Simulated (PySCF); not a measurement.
TiOF2: from structure and modes to constants

These are results of PySCF, B3LYP, basis Ti def2-SVP, O def2-SVP, F def2-SVP (no relativity, density fitting), not measurements.

The singlet minimum has Cs symmetry. Masses (u): Ti 47.94795, O 15.99492, F 18.99840.

```xyz
4
charge 0 multiplicity 1, angstrom
Ti   -0.1160   -0.0357    0.0000
O    -0.0001   -1.6253    0.0000
F     0.1467    0.7294   -1.5840
F     0.1467    0.7294    1.5840
```

Harmonic wavenumbers (cm⁻¹): 74.3 (a', ×1), 211.0 (a', ×1), 281.0 (a'', ×1), 703.7 (a', ×1), 816.4 (a'', ×1), 1123.4 (a', ×1).

**Question.** Find the vibrational entropy and heat capacity at 298.15 K.

**Answer.** With u = 1.43878 ω/T, each mode gives S = R[u/(eᵘ−1) − ln(1−e⁻ᵘ)] and C = R u² eᵘ/(eᵘ−1)².
```csv
ω (cm⁻¹),u,S (J/(mol K)),C (J/(mol K))
74.3,0.359,16.89,8.23
211.0,1.018,8.51,7.63
281.0,1.356,6.39,7.15
703.7,3.396,1.26,3.44
816.4,3.940,0.81,2.61
1123.4,5.421,0.24,1.09
```
The sums over all modes are S = 34.1 and C = 30.1 J/(mol K); the softest mode gives 50 % of the entropy.

**Question.** Give the standard entropy (298.15 K, 1 bar) by its translational, rotational, vibrational and spin parts, and Cp.

**Answer.** Sackur–Tetrode with M = 101.94 u gives 166.5; rotation with symmetry number 1 gives 105.9; vibration 34.1; spin R ln 1 = 0.0. The total is 306.5 J/(mol K), and Cp = 4 R + 30.1 = 63.4 J/(mol K).

Stability towards spin polarisation was not tested. Other isomers or separated fragments may lie lower.
